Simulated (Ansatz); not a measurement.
The same atomization along the group Cu, Ag, Au.

Gas-phase electronic energies from Ansatz, PBE0-D4/def2-TZVP geometries. CBS: MP2 limit from def2 TZ/QZ plus the TZ coupled-cluster correction, frozen cores. This one scheme is used for every species, atoms too. Functionals use def2-TZVPP. No spin–orbit coupling; open shells (•) take unrestricted orbitals. Spin–orbit coupling would lower the free atoms: a little for C, S. def2 core potentials past Kr. For Ag, Au, Cu outer-core shells are correlated without core-valence functions, so the limit isn't a true one: a few kJ/mol of doubt a bond, and 10 to 20 or more in all where bonds break to atoms. Scalar relativity is left out up to krypton. One conformer a species, not always the lowest.

| reaction | B2PLYP (kcal/mol) | PBE-D4 (kcal/mol) | CCSD(T)/CBS(def2) (kcal/mol) |
| --- | --- | --- | --- |
| `CC[P+](CC)(CC)[Cu-][S]C` → Cu• + 7 C• + 18 H• + P• + S• | 2479.0 | 2555.2 | 2509.1 |
| `CC[P+](CC)(CC)[Ag-][S]C` → Ag• + 7 C• + 18 H• + P• + S• | 2460.7 | 2536.9 | 2493.3 |
| `CC[P+](CC)(CC)[Au-][S]C` → Au• + 7 C• + 18 H• + P• + S• | 2484.5 | 2560.0 | 2520.5 |

Largest T1 diagnostic: 0.022, for Cu•.

For atomizations the MP2-based limit and the directly extrapolated one differ by several kJ/mol either way, and by 10 to 25 for some Ge, Se and Sn compounds, so smaller differences from it don't rank the levels.
